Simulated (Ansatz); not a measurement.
Reaction (ligand exchange at the Si–O bond): `[SiH3]O[Si]O[SiH3]` + `[OH][Ge][OH]` → `[OH][Ge][O][SiH3]` + `O[Si]O[SiH3]`

Program: Ansatz. Geometries: PBE0-D4/def2-TZVP. ΔE: electronic, gas phase. CCSD(T)/CBS adds triple-zeta CCSD(T) − MP2 to the extrapolated MP2 energy (def2 sets, frozen cores). This one scheme is used for every species. DFT in def2-TZVPP. B3LYP here is the variant with VWN-RPA as its local correlation; programs differ in this. HSE06 is defined as in plane-wave codes. For Ge outer-core shells are correlated without core-valence functions, which leaves a few kJ/mol of doubt a bond. Scalar relativity is left out up to krypton. Each species was taken in one conformer, which may not be the lowest.

```tsv
level	ΔE (kcal/mol)	difference from CCSD(T)/CBS
B97M-V	-3.3	-0.3
B3LYP-D4	-2.6	0.4
r2SCAN0-D4	-3.1	-0.1
ωB97X-V	-3.1	-0.1
revPBE	-2.9	0.1
r2SCANh	-3.1	-0.1
r2SCAN0	-3.1	-0.1
HSE06	-3.1	-0.1
RPA@PBE/def2-TZVPP	-3.5	-0.5
CCSD/CBS(def2)	-2.8	0.2
CCSD(T)/CBS	-3.0	0
```

**Question.** What do rigid-rotor, harmonic-oscillator terms from PBE0-D4/def2-TZVP frequencies (298.15 K, 1 bar) make of the CCSD(T)/CBS value? (Best estimate.)

**Answer.** The calculation gave: ΔZPE = +0.5 kcal/mol, ΔH = -2.7 kcal/mol, ΔS = -1 J/(mol·K), ΔG = -2.7 kcal/mol. Modes under 50 cm⁻¹ make the entropy rough.

Largest T1 diagnostic among the species: 0.015.

At CCSD(T), def2-SVP lies −1.5 kcal/mol from the extrapolated value and def2-TZVPP −0.5 kcal/mol. In def2-TZVPP, CCSD(T) changes the Hartree–Fock value by −1.0 kcal/mol (the triples alone add −0.2 kcal/mol) and MP2 by −1.1 kcal/mol. Leaving LDA and LC-ωPBE aside and taking each functional with its dispersion term where it has one, the values, not all of them listed here, spread over 0.9 kcal/mol, from PBE-QIDH to BLYP-D4.
